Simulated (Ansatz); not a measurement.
`[F][Al]1[CH2][O]1` + H₂Te → `[TeH][Al]1[CH2][O]1` + H–F at 500 K and 1 bar (ligand exchange at the Al–F bond).

Program: Ansatz. Geometries: PBE0-D4/def2-TZVP. ΔE: electronic, gas phase. CBS: MP2 limit from def2 TZ/QZ plus the TZ coupled-cluster correction, frozen cores. This one scheme is used for every species. def2 core potentials past Kr. For Te outer-core shells are correlated without core-valence functions, which leaves a few kJ/mol of doubt a bond.

| species | CCSD(T)/CBS energy (Eh) | H − E (kJ/mol) | S (J/(mol·K)) |
| --- | --- | --- | --- |
| `[F][Al]1[CH2][O]1` | -456.27782 | 114.8 | 328.8 |
| H₂Te | -268.91024 | 48.9 | 247.6 |
| `[TeH][Al]1[CH2][O]1` | -624.77523 | 134.8 | 387.6 |
| H–F | -100.39570 | 39.4 | 188.7 |

H − E and S are ideal-gas, rigid-rotor, harmonic terms from PBE0-D4/def2-TZVP. 1 Eh = 2625.50 kJ/mol, R = 8.31446 J/(mol·K).

Question: By hand: ΔE, ΔH, ΔS and ΔG.

Answer: ΔE = (-624.77523) + (-100.39570) − (-456.27782) − (-268.91024) = 0.01713 Eh = 45.0 kJ/mol. Δ(H − E) = 134.8 + 39.4 − 114.8 − 48.9 = 10.5, so ΔH = 55.5 kJ/mol. ΔS = 387.6 + 188.7 − 328.8 − 247.6 = -0.1 J/(mol·K). ΔG = 55.5 − 500 × (-0.1)/1000 = 55.5 kJ/mol.

Question: By hand: the equilibrium constant, and the temperature at which ΔG would vanish if ΔH and ΔS stayed fixed.

Answer: log₁₀ K = −ΔG/(RT ln 10) = -5.8. ΔH and −TΔS have one sign here, so there is no such temperature.

The number of gas molecules stays the same, so ΔS is small and ΔH decides. A doubt of 5 kJ/mol in ΔE shifts log₁₀ K by 0.5 here. These are equilibria of isolated gas molecules and say nothing of rates. Largest T1 diagnostic: 0.015 (customary marks: 0.02 for closed shells, 0.045 for open ones).

ΔS is within the doubt of such terms, so its sign, and with it that verdict, could turn.
